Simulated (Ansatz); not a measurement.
Compare A (`BCC(=N)N`) with its isomer B (`NCC1BN1`).

Calculated with Ansatz (gas phase, PBE0-D4/def2-TZVP geometries, no zero-point term in ΔE). CCSD(T)/CBS adds triple-zeta CCSD(T) − MP2 to the extrapolated MP2 energy (def2 sets, frozen cores). DFT in def2-TZVPP. B3LYP here is the variant with VWN-RPA as its local correlation; programs differ in this. One conformer a species, not always the lowest.

Which is lower in electronic energy at CCSD(T)/CBS, and by how much? (Estimate.)

Ansatz gave: A, by 5.1 kcal/mol.

Give E(B) − E(A) in kcal/mol with B2PLYP, B3LYP, ωB97M-V, B3LYP-D4, r2SCAN-D4, CCSD/def2-TZVPP, HF/def2-TZVPP. (An estimate is asked.)

Ansatz gave: B2PLYP 6.8, B3LYP 7.2, ωB97M-V 5.0, B3LYP-D4 7.8, r2SCAN-D4 6.7, CCSD/def2-TZVPP 6.2, HF/def2-TZVPP 12.6. None reverses the order clearly.

Largest T1 diagnostic: 0.013.

In def2-TZVPP, CCSD(T) changes the Hartree–Fock value by −6.6 kcal/mol (the triples alone add −0.2 kcal/mol) and MP2 by −8.1 kcal/mol.
